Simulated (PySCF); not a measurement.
## Core-level binding energies of `C=CC[P@@+](C)([AlH3-])P`

C₄H₁₃AlP₂.
Geometry (PBE0-D3(BJ)/def2-SVP, Å), atoms numbered from 1 in this order:
```xyz
20
C4H13AlP2 angstrom
C      2.575   -0.192    0.260
C      1.835   -1.080    0.925
C      0.343   -1.071    1.077
P     -0.589   -0.031   -0.128
C     -2.326   -0.484    0.229
Al    -0.383    2.431   -0.140
P     -0.233   -1.082   -2.044
H      3.663   -0.288    0.230
H      2.143    0.672   -0.258
H      2.338   -1.906    1.441
H      0.064   -0.698    2.080
H     -0.055   -2.098    1.007
H     -2.490   -1.570    0.166
H     -2.575   -0.131    1.241
H     -2.982    0.036   -0.484
H      1.075    2.664   -0.770
H     -1.651    2.664   -1.107
H     -0.594    2.703    1.431
H      0.917   -0.311   -2.385
H     -1.125   -0.211   -2.743
```

Level of theory: delta-SCF UKS SCAN, pcX-2 on the ionised atom, pcseg-1 elsewhere, spin-free X2C in PySCF. Each binding energy is the total energy of the core-ionised species, with the hole localised on one atom, minus that of the ground state; both are solved self-consistently, so orbital relaxation is included.

Task: Give the core binding energies atom by atom.

Result: 
```tsv
atom(s)	bonded to	level	binding energy (eV)	2p1/2 (eV)	above the level's lowest (eV)	count
P4	2 C, P and Al	P 1s	2150.55	–	+0.20	1
P7	2 H and P	P 1s	2150.35	–	0.00	1
Al6	3 H and P	Al 1s	1564.96	–	0.00	1
C3	C, 2 H and P	C 1s	291.20	–	+0.85	1
C5	3 H and P	C 1s	291.18	–	+0.83	1
C2	C (double bond), C and H	C 1s	290.94	–	+0.59	1
C1	C (double bond) and 2 H	C 1s	290.35	–	0.00	1
P4	2 C, P and Al	P 2p3/2	136.97	137.87	+0.16	1
P7	2 H and P	P 2p3/2	136.81	137.71	0.00	1
```

Lowest listed C 1s: C1, bonded to C (double bond) and 2 H. Highest, 0.85 eV above it: C3, bonded to C, 2 H and P. Summing the Pauling electronegativity differences to the bonded atoms, each weighted by its formal bond order, gives -0.70 for the lowest site and -1.06 for the highest; the largest sum, -0.35, belongs to C2, 0.26 eV below the top. The smallest sum, -1.41, belongs to C5, 0.83 eV above the lowest. The values 291.18 and 291.20 eV lie too close for their order to be trusted.

The 2 P 1s values lie within 0.20 eV of each other; Gaussian lines of 0.5 eV full width would blend them into one maximum.

The 2 P 2p3/2 values lie within 0.16 eV of each other.

Task: Which photon wavelength matches the C 1s of C5 threshold?

Result: λ = hc/E = 12398.42 eV Å / 291.18 eV = 42.580 Å.

2p3/2 and 2p1/2 are the ΔSCF energy of one spin-free 2p hole plus the eigenvalues of a spin–orbit and ligand-field matrix of the shell. 2p1/2 minus 2p3/2 (ligand field included): P 0.89 eV. One conformer (not necessarily the lowest) at the PBE0-D3(BJ)/def2-SVP geometry, without solvent, vibrations or thermal averaging.
